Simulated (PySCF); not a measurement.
B3LYP has the VWN-RPA correlation part, as in Gaussian. Delta-SCF ions had no search for a lower state. Excitations are Tamm–Dancoff values on a coarser integration grid. The basis has no diffuse functions, so Rydberg states are missing or too high.

# CH6B2, SMILES `BCB` (H–B–C–B torsion 62°, B–C–B–H torsion -62°) (charge 0, multiplicity 1)

Computed with B3LYP-D3(BJ)/def2-TZVP in PySCF.

```
Quantity                                                       Value
--------------------------------------  ----------------------------
HOMO                                                        -8.84 eV
dipole moment                                                 0.77 D
LUMO                                                        -2.10 eV
HOMO–LUMO gap                                                6.74 eV
S1 excitation (TDA)                                          5.47 eV
S1 oscillator strength                                         0.000
T1 excitation (TDA)                                          4.91 eV
S1–T1 gap (TDA)                                              0.56 eV
vertical ionisation energy (Delta-SCF)                      11.27 eV
total energy                                             -91.4257 Ha
cost                                    very roughly 50 core-seconds
```

```xyz
9

B     -1.2694    -0.2081    -0.1868
C      0.0420     0.6177    -0.0659
B      1.2437    -0.3419     0.1602
H     -1.6438    -0.8659     0.7345
H     -1.9076    -0.2116    -1.1943
H      0.1908     1.3429    -0.8636
H     -0.0668     1.1153     0.9141
H      1.2844    -1.0220     1.1389
H      2.1266    -0.4263    -0.6371
```
